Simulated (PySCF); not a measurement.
# Excitation energy of N by level of theory

N [He] 2s2 2p3 (4S) → N [He] 2s1 2p4 (4P), as a difference of total energies. Calculation: PySCF 2.14, in aug-cc-pVQZ-DK; scalar relativity by spin-free X2C-1e. Correlated levels: valence: 1s2 frozen. The calculations carry no spin-orbit coupling.

```tsv
method	excitation energy (cm⁻¹)	error (cm⁻¹)
UHF	87900	-232
MP2 (valence)	89208	+1076
SCS-MP2 (valence)	89371	+1238
CCSD (valence)	87836	-297
CCSD(T) (valence)	87312	-821
```

Reference: 88132 cm⁻¹ (measured; NIST levels, between the centres of gravity of the two terms).

Errors of the correlated levels include the incompleteness of this basis and the frozen core.
